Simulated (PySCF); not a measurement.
Isomers of C4H7N3Si, mass 125.041 u with the commonest isotopes. Computed with PBE0-D3(BJ)/def2-SVP geometry optimisation, gas phase in PySCF 2.14.0. One conformer each, none proved a minimum here; rigid rotors.

Question: Order these by rotational constant A, smallest first.
A. `[CH2:1]=[CH:2][c:3]1[n:4][nH:5][n:6][c:7]1[SiH3:8]` with C1–C2–C3–N4 0°
B. `[CH2:1]=[CH:2][n:3]1[n:4][cH:5][c:6]([SiH3:7])[n:8]1` with C1–C2–N3–N4 0°
C. `Cc1cc([SiH3])nnn1`

Answer: A (2386 MHz), C (3752 MHz), B (6318 MHz).

Question: Order these by rotational constant C, largest first.
A. `Cc1cc([SiH3])nnn1`
B. `[CH2:1]=[CH:2][c:3]1[n:4][nH:5][n:6][c:7]1[SiH3:8]` with C1–C2–C3–N4 0°
C. `[CH2:1]=[CH:2][n:3]1[n:4][cH:5][c:6]([SiH3:7])[n:8]1` with C1–C2–N3–N4 0°

Answer: B (929.6 MHz), A (894.9 MHz), C (807.9 MHz).

Question: Order these by rotational constant B, smallest first.
A. `c1([SiH3])nnnc(c1)C`
B. `[CH2:1]=[CH:2][n:3]1[n:4][cH:5][c:6]([SiH3:7])[n:8]1` with C1–C2–N3–N4 0°
C. `[CH2:1]=[CH:2][c:3]1[n:4][nH:5][n:6][c:7]1[SiH3:8]` with C1–C2–C3–N4 0°

Answer: B (916.4 MHz), A (1151 MHz), C (1496 MHz).

```
             SMILES  point group  Ia (u·Å²)  Ib (u·Å²)  Ic (u·Å²)      κ  μa (D)  μb (D)  μc (D)
C=Cc1n[nH]nc1[SiH3]      near Cs     211.83     337.72     543.65  -0.22    0.51    0.46    0.00
  Cc1cc([SiH3])nnn1      near Cs     134.69     439.26     564.75  -0.82    0.16    4.90    0.03
 C=Cn1ncc([SiH3])n1            –      79.99     551.51     625.57  -0.96    0.40    0.10    0.01
```
